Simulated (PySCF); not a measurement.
Simulation results for CH4Al

Calculation on a computer-drawn molecule: optimised geometry and harmonic frequencies of an isolated molecule of the commonest isotopes, restricted reference for singlets and unrestricted otherwise, frozen core in MP2. Program: PySCF 2.14.0.

CH4Al

Start structure:
```xyz
6
CH4Al
C     -1.7868     1.6506    -1.2525
Al    -1.2062     3.3312    -0.5319
H     -1.4517     0.8315    -0.6100
H     -2.8784     1.6273    -1.3159
H     -1.3707     1.5084    -2.2538
H     -0.7385     4.6849     0.0488
```

```
charge                                        : 1
multiplicity                                  : 1
method                                        : MP2
basis                                         : cc-pV(D+d)Z
rotational constants                          : 155.1, 11.19, 11.19 GHz
total energy                                  : -282.0431 hartree
convergence status largest gradient component : 6.538e-06 hartree/bohr
```

Drawn bonds:
```
atom  other atom  order
   1           2      1
   1           3      1
   1           4      1
   1           5      1
   2           6      1
```

Optimised structure:
```xyz
6
CH4Al
C     -1.7860     1.6531    -1.2514
Al    -1.2071     3.3285    -0.5330
H     -1.4472     0.8260    -0.6021
H     -2.8886     1.6299    -1.3153
H     -1.3654     1.5099    -2.2629
H     -0.7379     4.6864     0.0494
```

Modes:
```
frequency (cm⁻¹)  reduced mass (dalton)
           372.2                  1.074
           372.8                  1.074
           678.3                  5.052
           718.5                  1.261
           718.6                  1.261
            1226                  1.195
            1412                  1.049
            1412                  1.049
            2103                  1.048
            3071                  1.033
            3186                  1.102
            3186                  1.102
```
